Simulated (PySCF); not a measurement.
## MSi cations for M along the fourth-period p block

PBE0 with double-zeta basis sets in PySCF, for the lowest determinant that a PBE0 search found; no spin–orbit coupling. De refers to high-spin ground-configuration atoms (the charge goes to the atom of lower measured ionisation energy or higher electron affinity, which is not always the lowest computed limit). A positive dipole points towards Si; it is taken about the centre of mass and depends on that origin.

| M | basis | charged atom | state (unpaired electrons) | Re (Å) | ωe (cm⁻¹) | De (eV) | μ (D) |
| --- | --- | --- | --- | --- | --- | --- | --- |
| Ge | def2-SVP | Ge+ | quartet (σ ↑, π ↑↑) | 2.347 | 371 | 3.28 | 2.13 |
| As | cc-pV(D+d)Z/cc-pVDZ-PP | Si+ | triplet (π ↑↑) | 2.329 | 406 | 2.96 | 3.36 |
| Se | def2-SVP | Si+ | doublet (π ↑) | 2.214 | 472 | 3.79 | 4.20 |
| Br | def2-SVP | Si+ | singlet (closed shell) | 2.119 | 535 | 4.66 | 4.84 |

The shortest bond is that of SiBr⁺ (2.119 Å), the longest that of SiGe⁺ (2.347 Å). SiBr⁺ is bound most strongly (4.66 eV) and SiAs⁺ least (2.96 eV).

The rows differ in basis set, which adds steps of its own.

The state changes along the series, so neighbouring rows are not always alike in their bonding.

For an ion De counts to the pair picked by the measured ionisation energies or electron affinities, which need not be the lowest pair at this level. States were picked by a PBE0 search and need not be the measured ground states.
